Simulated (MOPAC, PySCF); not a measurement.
[Cd(CH3)(SH)], neutral singlet in the gas phase. 

Cartesian coordinates (Å):
```xyz
7

Cd    -0.0407    -0.0137     0.0390
C      1.2686     1.2768     1.0617
H      1.0845     2.3206     0.7667
H      2.3130     1.0199     0.8285
H      1.1182     1.1837     2.1477
S     -1.4880    -1.4604    -1.1374
H     -2.3392    -1.5783    -0.0924
```
Charge 0, multiplicity 1.

All levels are single points at this geometry (r2SCAN-D4/def2-SVP); Pople sets use spherical d functions. Orbital energies aren't observables, and empty levels follow the basis.

PM7 in MOPAC gives dipole (D) = 2.76.

Estimate the dipole (D) from each of these levels: B3LYP-D3(BJ)/def2-TZVP in PySCF; PBE-D3(BJ)/def2-TZVP in PySCF; TPSSh-D3(BJ)/def2-TZVP in PySCF; B3LYP/6-311+G** (LANL2DZ on Cd) in PySCF; B3LYP/6-31G* (LANL2DZ on Cd) in PySCF; B3LYP/LANL2DZ in PySCF; BP86/6-31G* (LANL2DZ on Cd) in PySCF; PBE/6-31G* (LANL2DZ on Cd) in PySCF; SVWN5/6-31G* (LANL2DZ on Cd) in PySCF; HF/6-31G* (LANL2DZ on Cd) in PySCF; PM3 in MOPAC; PM6 in MOPAC.


```tsv
level	dipole (D)
B3LYP-D3(BJ)/def2-TZVP in PySCF	2.19
PBE-D3(BJ)/def2-TZVP in PySCF	2.17
TPSSh-D3(BJ)/def2-TZVP in PySCF	2.24
B3LYP/6-311+G** (LANL2DZ on Cd) in PySCF	2.49
B3LYP/6-31G* (LANL2DZ on Cd) in PySCF	2.65
B3LYP/LANL2DZ in PySCF	2.80
BP86/6-31G* (LANL2DZ on Cd) in PySCF	2.70
PBE/6-31G* (LANL2DZ on Cd) in PySCF	2.70
SVWN5/6-31G* (LANL2DZ on Cd) in PySCF	2.72
HF/6-31G* (LANL2DZ on Cd) in PySCF	2.60
PM3 in MOPAC	3.45
PM6 in MOPAC	2.98
```
